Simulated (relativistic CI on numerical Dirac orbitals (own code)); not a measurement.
**Ligand-field terms of d5**

Computed with a parametric ligand-field model of a d^n configuration (Racah B and C, spin-orbit zeta, crystal field), exact diagonalisation.

Field parameters in Wybourne normalisation: D3d B²₀ = −7Dσ, B⁴₀ = −14Dq − 21Dτ, B⁴₃ = −14√(10/7) Dq; D4h B²₀ = −7Ds, B⁴₀ = 21(Dq − Dt), B⁴₄ = 21√(5/14) Dq; Oh B⁴₀ = 21Dq, B⁴₄ = √(5/14) B⁴₀; Td as Oh with Dq negative (B⁴₀ = 21Dq, B⁴₄ = √(5/14) B⁴₀). The field is a parameter set, without covalency.

(1) Ground term and bands for B = 940, C = 3680, ζ = 0 cm⁻¹, D3d, 10Dq = 14550, Dσ = -1200, Dτ = -10 cm⁻¹?

(2) Ground term and bands for B = 880, C = 3930, ζ = 0 cm⁻¹, D3d, 10Dq = 25700, Dσ = 1200, Dτ = -40 cm⁻¹?

(3) Ground term and bands for B = 920, C = 3960, ζ = 0 cm⁻¹, Td, 10Dq = -5450 cm⁻¹?

(4) Ground term and bands for B = 900, C = 3510, ζ = 0 cm⁻¹, Oh, 10Dq = 23250 cm⁻¹?

(5) Ground term and bands for B = 620, C = 3150, ζ = 0 cm⁻¹, D4h, 10Dq = 23350, Ds = -1500, Dt = 760 cm⁻¹?

## Answers

(1) Ground term 6A1 with 2.00 electrons in the two orbitals of the cubic e set. Spin-allowed: none. Lowest spin-forbidden: 4A2 15115 cm⁻¹ (662 nm), 4E 15917 cm⁻¹ (628 nm), 2A1 16734 cm⁻¹ (598 nm). A high-spin d5 ion has no spin-allowed d-d band, hence its pale colour.

(2) Ground term 2E with 0.06 electrons in the two orbitals of the cubic e set. Spin-allowed: 2A1 1634 cm⁻¹, 2E 21477 cm⁻¹ (466 nm), 2A2 21718 cm⁻¹ (460 nm), 2A2 22850 cm⁻¹ (438 nm). Lowest spin-forbidden: 6A1 2151 cm⁻¹, 4E 7561 cm⁻¹ (1323 nm), 4A2 8925 cm⁻¹ (1120 nm).

(3) Ground term 6A1 with 2.00 electrons in the two orbitals of the cubic e set. Spin-allowed: none. Lowest spin-forbidden: 4T1 25866 cm⁻¹ (387 nm), 4T2 28265 cm⁻¹ (354 nm), 4A1+E 29000 cm⁻¹ (345 nm). A high-spin d5 ion has no spin-allowed d-d band, hence its pale colour.

(4) Ground term 2T2 with 0.07 electrons in the two orbitals of the cubic e set. Spin-allowed: 2A2 19204 cm⁻¹ (521 nm), 2T1 19531 cm⁻¹ (512 nm), 2T2 21579 cm⁻¹ (463 nm), 2E 23565 cm⁻¹ (424 nm). Lowest spin-forbidden: 6A1 649 cm⁻¹, 4T1 6843 cm⁻¹ (1461 nm), 4T2 13218 cm⁻¹ (757 nm).

(5) Ground term 2E with 0.06 electrons in the two orbitals of the cubic e set. Spin-allowed: 2B2 7420 cm⁻¹ (1348 nm), 2A2 13879 cm⁻¹ (721 nm), 2B1 14602 cm⁻¹ (685 nm), 2B2 15492 cm⁻¹ (645 nm). Lowest spin-forbidden: 6A1 1709 cm⁻¹, 4A2 3062 cm⁻¹ (3266 nm), 4B2 5466 cm⁻¹ (1829 nm).
